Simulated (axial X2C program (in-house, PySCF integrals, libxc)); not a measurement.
**Potential curves of MgSn, two-component**

Computed with an in-house relativistic program for diatomic molecules. Two-component (2c) means X2C with spin–orbit coupling and atomic mean-field two-electron Coulomb and Gaunt terms. Basis: Sn dyall-cv3z [11s12p9d4f1g], Mg dyall-cv3z [9s8p6d3f] (cores contracted in-house); Gaussian nuclei, density fitting, unrestricted open shells. Masses: Sn 119.902 u, Mg 23.985 u.

State: Ω = 1 (⟨Sz⟩ = 0.96, ⟨Lz⟩ = 0.04 at HF). Energies in eV from the lowest point of each curve. Fits are polynomials in 1 − R0/R over 0.85 to 1.23 times the lowest point R0.

```csv
R (Å),HF,CCSD,CCSD(T)
2.4203,0.4879,,
2.5316,0.2331,0.1950,0.1884
2.6151,0.1147,0.0884,0.0835
2.6985,0.0433,0.0273,0.0244
2.7820,0.0078,0.0003,0.0000
2.8794,0.0000,0.0000,0.0033
2.9767,0.0177,0.0224,0.0301
3.1019,0.0637,0.0709,0.0853
3.2549,0.1368,,
3.4775,0.2436,,
```

Correlated methods: 6 electrons correlated (number of frozen shells: Sn 4 s, 3 p, 2 d; Mg 2 s, 1 p), 304 virtual spin orbitals or spinors in MP2, 88 natural virtuals in coupled cluster.

The state is a single determinant with fixed occupations, the lowest that a limited PBE0 search found. Coupled cluster ran in a truncated set of natural virtual spinors; the MP2 energy of the rest was added. (T) has no such correction and the atoms are truncated less, which lowers De at CCSD(T) by a hundredth of an eV or more. Other states lie close and PBE0, whose exact exchange favours high spin, may order them wrongly; the determinant shown need not be the ground state. The nearest other 2c determinant of the search, Ω = 0, lies 0.38 eV up at the distance of the search. With several unpaired electrons one determinant need not be a pure state. Open-shell Ω = 0 determinants with evenly filled partner blocks cannot be reached by this program, so the Ω shown need not be the lowest component. This is the Ω = 1 component of a π² triplet; the 0⁺ component is not one determinant and can lie lowest. The determinant is spin-polarised beyond a pure state at some levels (its spin-free form has ⟨S²⟩ too high), which makes Re and μ there less reliable. The T1 diagnostic is large, a sign of multireference character. With the outer-core shells frozen, correlated bond lengths of heavy atoms tend to come out a few hundredths of an ångström too long. Coupled cluster ran on the points near the minimum only. MP2 and coupled cluster on one determinant become unreliable at the stretched end.

(1) Fit the HF curve near its minimum: give the equilibrium distance and the harmonic wavenumber.

(2) What are Re and ωe at the CCSD level?

(3) Fit the CCSD(T) curve near its minimum: give the equilibrium distance and the harmonic wavenumber.

Results:

(1) At HF, 2c: Re = 2.855 Å, ωe ≈ 200 cm⁻¹; Be follows as 0.103 cm⁻¹.

(2) At CCSD, 2c: Re = 2.830 Å, ωe ≈ 200 cm⁻¹; Be follows as 0.105 cm⁻¹.

(3) At CCSD(T), 2c: Re = 2.818 Å, ωe ≈ 208 cm⁻¹; Be follows as 0.106 cm⁻¹.
